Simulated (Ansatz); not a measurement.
`[NH2][AlH][AlH2]` + `CC[TeH]` → `[AlH2][CH2]C[TeH]` + `[NH2][AlH2]` at 600 K and 1 bar (formal exchange of groups at the Al–Al bond).

Computed with Ansatz on PBE0-D4/def2-TZVP structures; ΔE is electronic, products minus reactants. CBS: MP2 limit from def2 TZ/QZ plus the TZ coupled-cluster correction, frozen cores. This one scheme is used for every species. Elements past krypton have def2 core potentials. For Te outer-core shells are correlated without core-valence functions, which leaves a few kJ/mol of doubt a bond. One conformer a species, not always the lowest.

```json
{"species": "`[NH2][AlH][AlH2]`", "CCSD(T)/CBS energy (Eh)": "-541.74510", "H − E (kJ/mol)": "175.3", "S (J/(mol·K))": "415.6"}
{"species": "`CC[TeH]`", "CCSD(T)/CBS energy (Eh)": "-347.43450", "H − E (kJ/mol)": "234.4", "S (J/(mol·K))": "378.8"}
{"species": "`[AlH2][CH2]C[TeH]`", "CCSD(T)/CBS energy (Eh)": "-590.02964", "H − E (kJ/mol)": "259.9", "S (J/(mol·K))": "471.0"}
{"species": "`[NH2][AlH2]`", "CCSD(T)/CBS energy (Eh)": "-299.14566", "H − E (kJ/mol)": "138.4", "S (J/(mol·K))": "304.9"}
```

H − E and S are ideal-gas, rigid-rotor, harmonic terms from PBE0-D4/def2-TZVP, for one conformer and one mirror image of each species. 1 Eh = 2625.50 kJ/mol, R = 8.31446 J/(mol·K).

Problem. By hand: ΔE, ΔH, ΔS and ΔG.

Solution. ΔE = (-590.02964) + (-299.14566) − (-541.74510) − (-347.43450) = 0.00430 Eh = 11.3 kJ/mol. Δ(H − E) = 259.9 + 138.4 − 175.3 − 234.4 = -11.4, so ΔH = -0.1 kJ/mol. ΔS = 471.0 + 304.9 − 415.6 − 378.8 = -18.5 J/(mol·K). ΔG = -0.1 − 600 × (-18.5)/1000 = 11.0 kJ/mol.

Problem. By hand: the equilibrium constant, and the temperature at which ΔG would vanish if ΔH and ΔS stayed fixed.

Solution. log₁₀ K = −ΔG/(RT ln 10) = -1.0. ΔG = 0 at ΔH/ΔS = 5 K, though so small a ΔH makes that figure unsure.

TΔS isn't small against ΔH here. A doubt of 5 kJ/mol in ΔE shifts log₁₀ K by 0.4 here. Other conformers and mirror images would add mixing entropy, several J/(mol·K) or more a flexible species. Modes under 60 cm⁻¹, often nearly free rotors, make the harmonic entropy too high. These are equilibria of isolated gas molecules and say nothing of rates. Largest T1 diagnostic: 0.012 (customary marks: 0.02 for closed shells, 0.045 for open ones).
